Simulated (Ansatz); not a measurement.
Reactions of CH₈BFSi₂, SMILES `BC([SiH3])[SiH2]F`.

Program: Ansatz. Geometries: PBE0-D4/def2-TZVP. ΔE: electronic, gas phase. CCSD(T)/CBS is the MP2 limit (def2-TZVPP, def2-QZVPP) plus CCSD(T) − MP2 in def2-TZVPP, frozen cores. This one scheme is used for every species. Functionals use def2-TZVPP. def2 core potentials past Kr. For Te outer-core shells are correlated without core-valence functions, which leaves a few kJ/mol of doubt a bond. One conformer a species, not always the lowest.

```csv
reaction,HF/CBS(def2) (kcal/mol),B2PLYP (kcal/mol),PBE0-D4 (kcal/mol),CCSD(T)/CBS(def2) (kcal/mol)
`BC([SiH3])[SiH2]F` + `N[SiH2][TeH]` → `B[Te][SiH2]N` + `F[SiH2]C[SiH3]`,-8.6,-10.7,-9.8,-10.2
`BC([SiH3])[SiH2]F` + `C1N[SiH2]1` → `BN1C[SiH2]1` + `F[SiH2]C[SiH3]`,-30.5,-29.0,-26.6,-26.5
`BC([SiH3])[SiH2]F` + `B[SiH2]F` → `F[SiH2]B[SiH3]` + `BC[SiH2]F`,5.3,5.1,4.4,6.3
`BC([SiH3])[SiH2]F` + H₂Te → `F[SiH2][TeH]` + `BC[SiH3]`,-10.4,-9.9,-9.6,-9.0
`BC([SiH3])[SiH2]F` + `BC(=C)S` → `BC(=C)S[SiH2]F` + `BC[SiH3]`,-9.8,-9.6,-9.4,-8.8
`BC([SiH3])[SiH2]F` + `F[SiH]1CN1` → `F[Si@H]1N[C@@H]1[SiH3]` + `BC[SiH2]F`,1.6,2.1,3.1,2.9
`BC([SiH3])[SiH2]F` + `C[SiH2]O` → `C[SiH2]O[SiH2]F` + `BC[SiH3]`,-34.1,-28.4,-24.5,-26.4
`BC([SiH3])[SiH2]F` + `O[Si](O)(Cl)Cl` → `O[Si](Cl)(Cl)O[SiH3]` + `BC[SiH2]F`,-29.4,-23.0,-18.8,-21.0
```

Largest T1 diagnostic: 0.014, for `B[Te][SiH2]N`.
